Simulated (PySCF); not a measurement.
CrF₃O, neutral, multiplicity 2. Atoms are numbered in the order given.

```xyz
5

Cr    -0.0274     0.0969     0.0000
O      0.5294     1.5378     0.0000
F     -1.7175    -0.1498     0.0000
F      0.6601    -0.7377    -1.3302
F      0.6601    -0.7377     1.3302
```
Charge 0, spin multiplicity 2.

The structure is a stationary point at PBE-D3(BJ)/def2-SVP. The geometry has at least one imaginary mode, so it is a saddle point at that level. The spin state was assumed, not searched.

Method: PBE-D3(BJ)/def2-SVP run with PySCF.

Frequencies are harmonic and unscaled.

Computed normal modes with their intensities:
```tsv
mode	ν (cm⁻¹)	IR (km/mol)	moving atoms (share of kinetic energy)
1	43i	33.0	F 42 %, O 29 %, Cr 29 %
2	187	2.5	F 90 %
3	212	0.2	F 76 %, O 24 %
4	250	9.4	F 65 %, Cr 25 %, O 10 %
5	309	4.8	O 50 %, F 35 %, Cr 15 %
6	709	34.7	F 88 %, Cr 8 %
7	749	112.4	F 71 %, Cr 29 %
8	785	120.8	F 62 %, Cr 37 %
9	1113	121.3	O 74 %, Cr 26 %
```
